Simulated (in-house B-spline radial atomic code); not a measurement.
Configurations of F+, with energies counted from [He] 2s2 2p4. All numbers are computed (scalar-relativistic (X2C) B3LYP, spin-polarised, spherical fractional occupations, exact exchange averaged over the configuration; Fermi nucleus of rms radius 2.8976 fm) with a radial B-spline atomic code at the basis-set limit, not measured. Shells without spins written out take the highest spin.

Occupations are held fixed; configurations that lie above the ionisation limit could autoionise.

```json
{"configuration": "[He] 2s2 2p3 3d1", "E - E(ref) (eV)": "28.737", "highest orbital": "3d up", "its <r> (bohr)": "4.78"}
{"configuration": "[He] 2s1 2p4 3s1", "E - E(ref) (eV)": "40.808", "highest orbital": "3s up", "its <r> (bohr)": "3.197"}
{"configuration": "[He] 2s1 2p4 3d1", "E - E(ref) (eV)": "47.579", "highest orbital": "3d up", "its <r> (bohr)": "4.759"}
```

(1) Order these further configurations by energy, lowest first.
A. [He] 2s1 2p5
B. [He] 2s2 2p3 3s1
C. [He] 2s1 2p4 3p1
D. [He] 2s2 2p3 3p1

Answers

(1) A (19.422 eV), B (21.97 eV), D (25.137 eV), C (43.998 eV).
